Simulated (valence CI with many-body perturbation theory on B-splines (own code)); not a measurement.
# F³⁺: what the settings do

Computed by relativistic CI+MBPT: four valence electrons over a frozen Dirac-Fock core [He], a basis of 6 s, 6 p, 5 d, 3 f, 1 g functions for each j, with the one-electron correlation potential Σ1, the two-electron term Σ2, the three-electron term Σ3, Breit, model QED; selected CI, second order for the rest, scaled by the run's own slope (own B-spline code, finite nucleus).

Against 16 measured levels this calculation errs by 233 cm⁻¹ on average and by 702 at most. These come from a selection out of Moore, Atomic Energy Levels, vol. I, NSRDS-NBS 35 (1971 reprint of NBS Circular 467, 1949), an old analysis. Levels without a partner in it may be off by more. Among the levels kept, up to 260 cm⁻¹ of a level comes from second order outside the variational space, and about a tenth of that is noise between levels of different J, which matters for small intervals.

The reference run has the lowest level 2s2 2p2 3P_0 and an ionisation energy of 87.1405 eV. Its largest variational space holds 10697 state functions.

Reference levels: 2s2 2p2 3P_1 226, 2s2 2p2 3P_2 613, 2s2 2p2 1D_2 25521, 2s2 2p2 1S_0 53996, 2s 2p3 5S°_2 73773, 2s 2p3 3D°_3 147984, 2s 2p3 3D°_2 148032, 2s 2p3 3D°_1 148045, 2s 2p3 3P°_2 175551, 2s 2p3 3P°_1 175555, 2s 2p3 3P°_0 175577, 2s 2p3 1D°_2 229428 cm⁻¹.

Rank these changes by the mean size of the shift of these levels, smallest first.
A. Davidson tolerance 2e-05 → 0.03
B. QED terms on → off
C. highest l with Σ1, explicit Σ2 and valence Breit (higher l get mean screening factors) 3 → 0; orbitals per symmetry with explicit Σ2 and valence Breit (the others get mean screening factors) 5 → 1
D. Breit term on → off; QED terms on → off; scale of Σ1 1 → 0; scale of Σ2 1 → 0; three-electron term on → off

A (1.9 cm⁻¹), B (34 cm⁻¹), D (750 cm⁻¹), C (1100 cm⁻¹).
